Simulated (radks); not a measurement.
All-electron atom: Yb XXXVI in [Ar] 3d10 4s2 4p5 (the NIST ground configuration). All-electron calculation, non-relativistic Kohn-Sham, PBE, spin-polarised, spherical densities, point nucleus; open shells are filled with parallel spins first (spin-orbit coupling, left out, can overturn this in heavy ions); relativity is left out, which matters for an element this heavy. Program: a radial shooting solver on a logarithmic mesh with Libxc functionals.

Radial electron density D(r) = 4 pi r^2 rho(r):

| r (bohr) | D(r) (e/bohr) | spin D(r) |
|---|---|---|
| 0.0007179 | 1.438 | -0.00000554 |
| 0.0008095 | 1.805 | -0.00000655 |
| 0.0009127 | 2.261 | -0.00000757 |
| 0.001029 | 2.828 | -0.00000843 |
| 0.00116 | 3.530 | -0.00000886 |
| 0.001308 | 4.396 | -0.00000835 |
| 0.001487 | 5.538 | -0.00000584 |
| 0.001676 | 6.856 | -1.36e-07 |
| 0.00189 | 8.459 | 0.0000112 |
| 0.002131 | 10.40 | 0.0000319 |
| 0.002403 | 12.72 | 0.0000681 |
| 0.002709 | 15.50 | 0.000129 |
| 0.003055 | 18.77 | 0.000230 |
| 0.003444 | 22.60 | 0.000394 |
| 0.003883 | 27.02 | 0.000656 |
| 0.004378 | 32.06 | 0.00107 |
| 0.004976 | 38.10 | 0.00177 |
| 0.00561 | 44.35 | 0.00281 |
| 0.006326 | 51.05 | 0.00439 |
| 0.007132 | 58.04 | 0.00679 |
| 0.008042 | 65.09 | 0.0104 |
| 0.009067 | 71.89 | 0.0157 |
| 0.01022 | 78.09 | 0.0235 |
| 0.01153 | 83.28 | 0.0347 |
| 0.013 | 87.11 | 0.0506 |
| 0.01465 | 89.30 | 0.0725 |
| 0.01652 | 89.74 | 0.102 |
| 0.01878 | 88.46 | 0.145 |
| 0.02117 | 86.13 | 0.196 |
| 0.02387 | 83.55 | 0.258 |
| 0.02691 | 81.76 | 0.330 |
| 0.03035 | 81.88 | 0.407 |
| 0.03421 | 84.78 | 0.482 |
| 0.03858 | 90.74 | 0.542 |
| 0.04349 | 99.20 | 0.573 |
| 0.04904 | 108.6 | 0.558 |
| 0.05529 | 116.8 | 0.487 |
| 0.06284 | 121.5 | 0.352 |
| 0.07085 | 120.5 | 0.193 |
| 0.07989 | 114.3 | 0.0525 |
| 0.09007 | 105.1 | -0.00496 |
| 0.1016 | 96.53 | 0.0805 |
| 0.1145 | 92.19 | 0.330 |
| 0.1291 | 93.88 | 0.693 |
| 0.1456 | 100.1 | 1.04 |
| 0.1641 | 106.1 | 1.19 |
| 0.1851 | 106.2 | 1.04 |
| 0.2086 | 96.86 | 0.609 |
| 0.2371 | 77.80 | 0.124 |
| 0.2674 | 57.03 | 0.00947 |
| 0.3015 | 40.08 | 0.465 |
| 0.3399 | 30.49 | 1.42 |
| 0.3832 | 27.10 | 2.47 |
| 0.4321 | 25.67 | 3.09 |
| 0.4872 | 22.45 | 3.00 |
| 0.5493 | 16.65 | 2.31 |
| 0.6193 | 10.09 | 1.42 |
| 0.6983 | 4.889 | 0.692 |
| 0.7936 | 1.728 | 0.246 |
| 0.8948 | 0.4951 | 0.0706 |
| 1.009 | 0.1055 | 0.0151 |
| 1.138 | 0.01621 | 0.00233 |
| 1.283 | 0.001733 | 0.000251 |
| 1.446 | 0.0001237 | 0.0000180 |

D(r) has 3 maxima, at r = 0.0160, 0.0654, 0.175 bohr, and minima at 0.0285, 0.117 bohr, inside which lie 1.96, 11.25 electrons.
